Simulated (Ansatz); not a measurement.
A made-up structure of AlBH$_{4}$Se, closed shell:

B1  (-1.694, 0.004, -0.619)
Se2  (-0.869, 0.464, 1.317)
Al3  (1.631, 0.022, 0.686)
H4  (-0.906, -0.366, -1.631)
H5  (-3.018, 0.106, -0.751)
H6  (2.838, 0.255, 1.960)
H7  (2.017, -0.486, -0.963)
(Å)

It is relaxed with PBE-D4/def2-SVP and then PBE0-D4/def2-TZVP (Ansatz 0.2.0). Atoms count as bonded within 1.22 times the sum of their covalent radii (H–H: 0.88 Å). The end point is not checked to be a true minimum.

Problem. Does its bonding change? (Judge from chemistry; the calculation decides.)

Solution. The calculation gives: No: no bond forms or breaks.

Where it ends: The first stage lowers the energy by 1.20 eV in 6 steps. It ends as AlBH₄Se ([BH2][Se][AlH2]):
B1  (-1.512, 0.003, -0.553)
Se2  (-0.776, 0.414, 1.176)
Al3  (1.456, 0.019, 0.612)
H4  (-0.809, -0.327, -1.457)
H5  (-2.695, 0.095, -0.671)
H6  (2.533, 0.228, 1.752)
H7  (1.803, -0.434, -0.860)
(Å)

Labels in which every atom is bracketed show which atoms are joined, not bond orders.

For scale, one of the runs: PBE0-D4/def2-TZVP relaxation, 140 basis functions, launched by `ansatz run in.yaml --threads 2 --pin off --events-out ev --progress --plain --max-ram 4352MiB`. Hardware: 2 CPU threads of an Arm Neoverse V1, shared host. Wall time about 18 s.
